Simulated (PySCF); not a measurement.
These compounds are isomers of formula C$_{6}$H$_{10}$OSi.

A. SMILES C(C=C)O[SiH2]C#CC
B. `CCC1=C[SiH2]C=CO1`
C. SMILES C=C/C=C\C=C/O[SiH3]

Spectrum 1. 1H NMR (300 MHz, computed): δ 7.07 (m, 1H), 6.88 (m, 1H), 6.35 (d, 1H), 6.13 (m, 1H), 6.04 (m, 1H), 5.47 (m, 1H), 5.39 (m, 1H), 5.06 (s, 3H). 13C{1H} NMR (computed): δ 147.2 (CH), 140.0 (CH), 134.1 (CH), 130.0 (CH), 123.5 (CH2), 115.0 (CH).

Spectrum 2. 1H NMR (300 MHz, computed): δ 6.45 (m, 1H), 5.45 (m, 1H), 5.37 (m, 1H), 4.99 (s, 2H), 4.43 (d, 2H), 2.09 (s, 3H). 13C{1H} NMR (computed): δ 148.4 (CH), 120.8 (CH2), 113.2 (C), 84.5 (C), 70.1 (CH2), 5.9 (CH3).

Spectrum 3. 1H NMR (300 MHz, computed): δ 7.33 (d, 1H), 5.10 (m, 1H), 4.96 (m, 1H), 4.90 (m, 2H), 2.22 (q, 2H), 1.21 (t, 3H). 13C{1H} NMR (computed): δ 176.0 (C), 161.5 (CH), 97.6 (CH), 93.0 (CH), 38.6 (CH2), 16.8 (CH3).

How the numbers were obtained: PBE0/pcSseg-1 with gauge-including orbitals, geometry from GFN2-xTB, in PySCF (gas phase, one conformer, no relativistic terms, one averaged value for each set of equivalent atoms).

δ = σ(ref) − σ, references computed at the same level: TMS for 1H (σref 31.72) and 13C (σref 186.93). Where no couplings were computed, multiplicities follow the n + 1 count of equivalent neighbours, and m marks all less simple cases (inequivalent or close neighbours, rings, F or P nearby). Shifts are as computed. Against solution values, carbons near 30 ppm lie about +3 ppm off and those near 130 ppm about +5 ppm. Of 1211 compounds with measured shifts, 218 miss one by over three times the rms of a fit or turn the order of signals round; such compounds aren't used in these exercises.

Which spectrum belongs to which compound?

Results:

1–C, 2–A, 3–B.

- Spectrum 1 (C): 6 13C signals; δC 147.2 is an alkene carbon bearing oxygen; δC 140.0 is an alkene CH.
- Spectrum 2 (A): 6 13C signals; δC 148.4 is an alkene CH; δC 120.8 is a terminal =CH2 carbon.
- Spectrum 3 (B): 6 13C signals; δC 176.0 is an alkene carbon bearing oxygen; δC 161.5 is an alkene carbon bearing oxygen.
